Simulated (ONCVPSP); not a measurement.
# What the settings do to the ONCV potential of bromine (Br)

Base potential:

ONCVPSP 4.0.1 input, shortened (lines: element, Z, core and valence counts, functional; n l f; lmax; l rc ep ncon nbas qcut; lloc lpopt rc5 dvloc0; l nproj debl; icmod fcfact rcfact), PBE, scalar-relativistic:

```
  Br 35.00    3    5        4      upf
    1    0    2.00
    2    0    2.00
    2    1    6.00
    3    0    2.00
    3    1    6.00
    3    2   10.00
    4    0    2.00
    4    1    4.00
    2
    0    1.00    0.00    5    9   15.00
    1    0.80    0.00    4    7   18.60
    2    0.90    0.00    4    8   16.20
    4    5    0.55    6.00
    0    2    1.20
    1    2    1.20
    2    2    1.80
    0    0.00    0.00
```

In the d channel the program set the typed energies aside and used -2.863, 0.250 Ha.

Cutoffs, loose and tight: the cutoffs (Ha) at which the residual kinetic energy of the hardest occupied pseudo-wave falls to 1 and 0.1 mHa per electron. They do not see the model core or the augmentation charge, which bear on the density cutoff. Test errors are all-electron minus pseudo excitation energies from the reference, over the configurations 3s2 3p6 3d10 4s2 4p5; 3s2 3p6 3d10 4s2 4p3; 3s2 3p6 3d10 4s2 4p2; 3s2 3p6 3d10 4s2 4p4.5. A dash means not determined; rows that change the core or the reference have their own tests.

```csv
change,outcome,"cutoff, loose","cutoff, tight",bound ghosts,GHOST(+) flags above zero,largest test error (meV)
base,"generated, projector energies reset by the program",117 Ha,132 Ha,none,none,-4.9
d: rc 0.74,"generated, projector energies reset by the program",299 Ha,446 Ha,none,none,-4.5
"s: ncon 4, nbas 8","generated, projector energies reset by the program",117 Ha,132 Ha,none,none,-4.8
"local potential polynomial inside 0.55 bohr (lpopt 5, dvloc0 3 Ha)","generated, projector energies reset by the program",117 Ha,132 Ha,none,none,-4.9
s: qcut 16.7; p: qcut 20.7; d: qcut 18,"generated, projector energies reset by the program",132 Ha,146 Ha,none,none,-4.8
"local potential polynomial inside 0.80 bohr (lpopt 5, dvloc0 6 Ha)","generated, projector energies reset by the program",117 Ha,132 Ha,none,none,-5.8
```

(1) What comes out with this change to the base: p: nproj 4?

(2) What comes out with this change to the base: all radii scaled by about 1.27 (s 1.26, p 1.02, d 1.14 bohr); local potential polynomial inside 0.70 bohr (lpopt 5, dvloc0 6 Ha)?

## Answers

(1) outcome: failed: oncvpsp: lschvkbb ERROR 2 1 100. Cause: the bound-state solver with the separable projectors failed.

(2) outcome: generated, projector energies reset by the program; cutoff, loose: 97 Ha; cutoff, tight: 108 Ha; bound ghosts: none; GHOST(+) flags above zero: none; largest test error (meV): -7.8.
